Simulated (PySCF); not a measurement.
GeH3(NHtBu), C4H13GeN.
Bonds: Ge1–N5, N5–C6, C6–C7, C6–C8, C6–C9. Hydrogens: H2, H3, H4 on Ge1; H10 on N5; H11, H12, H13 on C7; H14, H15, H16 on C8; H17, H18, H19 on C9.

Method: PySCF, PBE0-D3(BJ)/def2-SVP geometry optimisation, gas phase; density fitting, grid level 1; the optimiser is geomeTRIC in internal coordinates, started from a GFN2-xTB structure with every atom displaced at random (about 0.03 Å).

Step 1: E = -62343.4572 eV
```
atom  x, y, z in Å  |  force x, y, z in eV/Å
Ge1     1.0784    1.3697    1.7461   -0.034   0.197  -0.188
H2      0.6869    1.5498    3.2275    0.129  -0.093  -0.034
H3      2.5522    0.9439    1.5353   -0.167  -0.015   0.141
H4      0.9087    2.7548    1.0551    0.009  -0.072  -0.010
N5     -0.0631    0.0713    1.1306    0.005  -0.047  -0.064
C6     -0.2661   -0.3337   -0.2612    0.543  -0.148  -0.125
C7      1.1041   -0.3531   -0.9746   -0.679   0.118   0.226
C8     -0.8318   -1.7555   -0.2583   -0.392  -0.036   0.252
C9     -1.2172    0.6045   -1.0022   -0.060   0.017  -0.279
H10    -0.9249    0.0358    1.6661   -0.058  -0.024  -0.008
H11     0.9840   -0.7424   -1.9947    0.082  -0.012  -0.032
H12     1.5208    0.6635   -1.0447    0.095   0.004  -0.011
H13     1.7907   -0.9935   -0.4126    0.212  -0.084  -0.004
H14    -0.1858   -2.4319    0.3200    0.104   0.011  -0.098
H15    -0.9790   -2.1554   -1.2733    0.112   0.038  -0.028
H16    -1.8239   -1.7771    0.2322    0.089   0.059  -0.036
H17    -0.8088    1.6248   -1.0445   -0.033   0.072   0.112
H18    -2.2034    0.6315   -0.5148   -0.010   0.071   0.083
H19    -1.3845    0.2865   -2.0474    0.053  -0.059   0.103
```

Step 2: E = -62343.4828 eV
```
atom  x, y, z in Å  |  force x, y, z in eV/Å
Ge1     1.0616    1.3798    1.7235    0.043   0.064  -0.065
H2      0.6908    1.5610    3.2061    0.054  -0.024   0.014
H3      2.5305    0.9361    1.5474   -0.089   0.014   0.069
H4      0.8965    2.7468    1.0078   -0.003  -0.009  -0.025
N5     -0.0663    0.0622    1.1308    0.002  -0.053   0.063
C6     -0.2604   -0.3426   -0.2583    0.154   0.004  -0.020
C7      1.0984   -0.3570   -0.9647   -0.159  -0.012   0.061
C8     -0.8393   -1.7582   -0.2563   -0.062  -0.031   0.053
C9     -1.2104    0.6087   -0.9907   -0.040   0.024  -0.086
H10    -0.9338    0.0275    1.6581   -0.020  -0.008  -0.006
H11     0.9896   -0.7347   -1.9918    0.032   0.003  -0.005
H12     1.5258    0.6570   -1.0286    0.032  -0.007   0.001
H13     1.8033   -1.0031   -0.4207    0.027   0.006  -0.032
H14    -0.1767   -2.4375    0.3011    0.007   0.007  -0.055
H15    -0.9753   -2.1404   -1.2797    0.021  -0.009  -0.005
H16    -1.8259   -1.7779    0.2358    0.004   0.025   0.011
H17    -0.8014    1.6310   -1.0116   -0.014   0.007   0.036
H18    -2.1919    0.6403   -0.4908    0.015   0.017   0.017
H19    -1.3780    0.2945   -2.0328   -0.003  -0.019  -0.027
```

**Question.** Estimate the geometry and energy of step 3. (The exact step hangs on the optimiser's Hessian estimate; all steps are aligned on step 2, rigid shifts and turns removed.)

**Answer.** E = -62343.4875 eV, largest force 0.072 eV/Å
```
atom  x, y, z in Å  |  force x, y, z in eV/Å
Ge1     1.0521    1.3891    1.7163    0.006   0.020  -0.015
H2      0.6948    1.5791    3.2009    0.004   0.004   0.006
H3      2.5200    0.9485    1.5677   -0.009   0.003   0.011
H4      0.8800    2.7414    0.9758   -0.002  -0.008  -0.007
N5     -0.0626    0.0519    1.1372    0.018  -0.049   0.018
C6     -0.2547   -0.3480   -0.2551   -0.043   0.043  -0.008
C7      1.0974   -0.3632   -0.9629    0.066  -0.030   0.003
C8     -0.8444   -1.7601   -0.2588    0.030   0.007  -0.005
C9     -1.2051    0.6110   -0.9848   -0.001  -0.003  -0.006
H10    -0.9339    0.0162    1.6590   -0.002  -0.001  -0.002
H11     0.9916   -0.7297   -1.9947   -0.009   0.007   0.004
H12     1.5354    0.6473   -1.0200    0.000   0.000   0.007
H13     1.8089   -1.0164   -0.4333   -0.030   0.018  -0.012
H14    -0.1769   -2.4479    0.2809   -0.011  -0.006  -0.005
H15    -0.9844   -2.1321   -1.2856   -0.015  -0.001   0.005
H16    -1.8265   -1.7740    0.2408   -0.004  -0.004   0.011
H17    -0.7956    1.6334   -0.9921    0.001  -0.001  -0.007
H18    -2.1828    0.6440   -0.4776    0.000  -0.005  -0.007
H19    -1.3760    0.3028   -2.0289    0.002   0.006   0.007
```

The energy changes by -0.0048 eV. The first-order estimate −F·Δx gives -0.0082 eV and the mean of the old and new forces, exact on a quadratic surface, -0.0046 eV. The step makes an angle of 71° with the force vector and moves no atom by more than 0.036 Å.

The cost below is that of the whole optimisation. Time: 1.7 min of wall time; peak memory 0.69 GiB. Hardware: Arm Neoverse V1, one thread, no GPU (shared host).
